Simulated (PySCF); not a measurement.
C₄H₈F₃OPSi.
Geometry (PBE0-D3(BJ)/def2-SVP, Å), atoms numbered from 1 in this order:
```xyz
18
C4H8F3OPSi angstrom
C     -1.621   -0.395    0.185
C     -0.175   -0.312    0.606
C      0.568    1.078    0.619
Si    -0.278    2.680    0.104
P      1.101   -0.085   -0.625
O      0.964    0.034   -2.104
C      2.663   -0.918   -0.007
F      2.685   -0.946    1.330
F      3.743   -0.268   -0.426
F      2.728   -2.169   -0.448
H     -1.799    0.124   -0.768
H     -2.278    0.047    0.950
H     -1.917   -1.445    0.047
H      0.089   -0.945    1.461
H      1.241    1.219    1.475
H     -0.969    2.530   -1.207
H     -1.275    3.077    1.144
H      0.774    3.732    0.001
```

Level: PBE0/pcSseg-1 in PySCF, non-relativistic, on one gas-phase PBE0-D3(BJ)/def2-SVP geometry that isn't relaxed in the solvent. The solvent is an IEF-PCM continuum (van der Waals radii × 1.2). Only the electrostatic response of the medium enters.

Gas phase at PBE0/pcSseg-1: HOMO -7.68 eV, LUMO 0.04 eV, dipole 3.82 D.

Q: What does the continuum do to the energy, the frontier levels and the dipole at PBE0/pcSseg-1 in tetrahydrofuran and water?

A: 
```json
{"solvent": "tetrahydrofuran", "ε": "7.426", "E(solvent) − E(gas) (kcal/mol)": "-5.76", "polarisation term (kcal/mol)": "-6.69", "distortion of the solute (kcal/mol)": "0.93", "HOMO (eV)": "-7.60", "LUMO (eV)": "0.19", "dipole (D)": "4.87"}
{"solvent": "water", "ε": "78.36", "E(solvent) − E(gas) (kcal/mol)": "-7.15", "polarisation term (kcal/mol)": "-8.64", "distortion of the solute (kcal/mol)": "1.49", "HOMO (eV)": "-7.59", "LUMO (eV)": "0.20", "dipole (D)": "5.17"}
```

Polarisation term: ½ Σ q·V over the induced surface charges. Distortion: the rise of the solute's own energy as its density leaves the gas-phase optimum. From tetrahydrofuran to water the lowering changes by a factor 1.24, Onsager's factor (ε − 1)/(2ε + 1) by 1.21 and ε itself by 10.6.

Q: Which radius a makes the point-dipole formula ΔE = −[(ε − 1)/(2ε + 1)]·μ²/a³ give the value in water, with the gas-phase dipole?

A: μ = 1.505 au and |ΔE| = 0.01139 Eh give a = 2.44 Å; the farthest nucleus lies 3.54 Å from the centroid of the nuclei, so such a sphere wouldn't even hold the nuclei. The formula assumes a rigid point dipole at the centre of a sphere.

Q: Give the dipole vector in the frame of the coordinates (D, pointing from negative to positive charge), gas and water.

A: Gas (-1.67, 0.29, 3.43), solvent (-2.01, 0.30, 4.75). Its length changes by +35 % and its direction by 3°.

Q: Which ESP-fitted charges (PBE0/pcSseg-1) respond most in tetrahydrofuran (means over atoms taken as equivalent)?

A: 
| atoms | environment | gas (e) | solvent (e) | change |
| --- | --- | --- | --- | --- |
| O6 | phosphoryl oxygen | -0.474 | -0.541 | -0.067 |
| P5 | phosphoryl phosphorus | +0.425 | +0.454 | +0.029 |
| H15 | methine hydrogen | +0.126 | +0.144 | +0.018 |
| H14 | methine hydrogen | +0.083 | +0.096 | +0.013 |
| C2 | sp3 carbon bound to phosphorus | +0.021 | +0.031 | +0.010 |
| Si4 | SiH3 silicon | +0.349 | +0.359 | +0.010 |
| C7 | CF3 carbon | +0.444 | +0.451 | +0.007 |
| F8/F9/F10 | fluorine of a CF3 group | -0.157 | -0.161 | -0.004 |
| C1 | methyl carbon | -0.445 | -0.449 | -0.004 |
| H11/H12/H13 | methyl hydrogen | +0.146 | +0.150 | +0.004 |
| H16/H17/H18 | Si–H hydrogen | -0.074 | -0.078 | -0.004 |
| C3 | sp3 carbon bound to silicon | -0.275 | -0.278 | -0.003 |

Q: Which Mayer bond orders change most in tetrahydrofuran?

A: 
```csv
bond,length (Å),gas,solvent,change
P5–O6,1.489,1.877,1.816,-0.061
C3–P5,1.784,0.860,0.879,+0.019
P5–C2,1.788,0.839,0.855,+0.016
C3–H15,1.098,0.913,0.906,-0.007
C7–F9,1.328,1.004,0.998,-0.006
C7–F10,1.328,1.003,0.997,-0.006
C2–C3,1.576,0.832,0.827,-0.005
C7–F8,1.338,0.968,0.973,+0.005
```

Time: 56 s wall; peak memory 1.4 GiB. Hardware: one thread of an Intel Xeon Platinum 8259CL at 2.50 GHz, shared host with 96 logical CPUs at a one-minute load of 24. This is the whole shielding run at PBE0/pcSseg-1 in water, SCF included.
